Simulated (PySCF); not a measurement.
## In (indium, neutral) across methods

[Kr] 4d10 5s2 6s1, 2S determinant (an excited configuration). Calculation: PySCF 2.14, in aug-cc-pV5Z-PP with ECP28MDF (8s8p6d4f3g2h, 139 functions); scalar relativity through the core potential.

```csv
method,E (hartree),mean ε 5s α (eV),mean ε 5s β (eV),mean ε 6s α (eV),Σ⟨r²⟩ (bohr²),⟨S²⟩
BP86,-190.1313,-11.252,-11.220,-1.819,100.9,0.750
revPBE,-190.0749,-10.930,-10.893,-1.781,101.5,0.750
LDA,-189.6940,-11.440,-11.386,-1.741,101.1,0.750
PBE,-190.0199,-11.056,-11.001,-1.772,101.4,0.750
UHF,-189.11224,-13.639,-13.472,-2.541,109.9,0.750
r2SCANh,-190.0615,-11.527,-11.591,-1.850,101.5,0.750
r2SCAN,-190.0754,-11.177,-11.267,-1.752,101.1,0.750
```

**Question.** Estimate the same row for PBE0.

**Answer.** E (hartree) = -190.0133; mean ε 5s α (eV) = -11.912; mean ε 5s β (eV) = -11.834; mean ε 6s α (eV) = -2.045; Σ⟨r²⟩ (bohr²) = 103.0; ⟨S²⟩ = 0.750.

Energies and moments cover only the electrons outside the core potential. The outer electron is Rydberg-like, and this basis confines it to a smaller radius and binds it less than a complete one would.
